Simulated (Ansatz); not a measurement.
Ansatz results at the PBE0-D4/def2-TZVP geometry: size of the dipole moment (B3LYP/def2-TZVPP) 1.63 D; ideal-gas entropy at 298 K and 1 bar (rigid rotor, harmonic PBE0-D4/def2-TZVP) 350 J/(mol·K); size of the dipole moment (ωB97M-V/def2-TZVPP) 1.63 D.

Task: Which molecule gave them?
A. `Cl[SiH][SeH]`•
B. `[GeH2][I]`•
C. `F[Si]([SiH3])Cl`•
D. `C[NH]`•

Result: C. The others give `Cl[SiH][SeH]`•: 0.82, 321, 0.85; `[GeH2][I]`•: 1.19, 295, 1.40; `C[NH]`•: 1.98, 245, 1.99.

B3LYP here is the variant with VWN-RPA as its local correlation; programs differ in this.
